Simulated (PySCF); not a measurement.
# Basis and Hamiltonian dependence of the ionisation energy of Mn⁺

Mn⁺ [Ar] 3d5 4s1 (7S) → Mn²⁺ [Ar] 3d5 (6S). Calculated with PySCF 2.14 from differences of total energies of unrestricted determinants, without spin-orbit coupling. Values in eV.

```csv
basis,Hamiltonian,functions,UHF,LDA,PBE0,MP2 (valence),CCSD(T) (valence),CCSD(T) (valence and next inner shell)
x2c-SVPall,spin-free X2C,36,14.800,16.305,15.808,14.998,n/a,n/a
cc-pVDZ-DK,spin-free X2C,43,14.885,n/a,15.936,15.276,n/a,n/a
x2c-TZVPall,spin-free X2C,48,14.856,16.502,n/a,15.208,n/a,n/a
pcseg-2,non-relativistic,56,14.713,16.318,n/a,15.133,n/a,n/a
aug-cc-pVDZ-DK,spin-free X2C,59,14.885,16.447,15.938,15.292,15.334,n/a
def2-TZVPPD,non-relativistic,67,14.690,16.302,15.759,15.099,15.134,15.398
aug-cc-pVTZ-DK,spin-free X2C,93,14.855,16.543,15.978,15.315,15.366,n/a
def2-QZVPPD,non-relativistic,100,14.688,16.323,15.781,15.132,15.180,n/a
dyall-av2z,non-relativistic,101,14.692,16.305,15.767,15.084,15.126,n/a
x2c-QZVPPall,spin-free X2C,103,14.852,16.516,15.965,15.310,n/a,n/a
aug-cc-pwCVTZ-DK,spin-free X2C,127,14.853,16.518,15.967,15.321,n/a,n/a
aug-cc-pwCVTZ,non-relativistic,127,14.690,16.325,15.783,15.144,n/a,n/a
"x2c-QZVPPall with one added diffuse shell each of s, p, d, f, g type",spin-free X2C,128,14.852,16.516,15.966,15.312,n/a,n/a
"aug-cc-pwCVTZ-DK with one added diffuse shell each of s, p, d, f, g type",spin-free X2C,152,14.853,16.518,15.967,15.322,n/a,n/a
```

Frozen in the all-electron rows: valence: [Ar]; valence and next inner shell: [Ne].

Non-relativistic rows lack the scalar-relativistic shift.

Reference for a calculation without spin-orbit coupling: 15.640 eV (measured, between term centres; NIST).
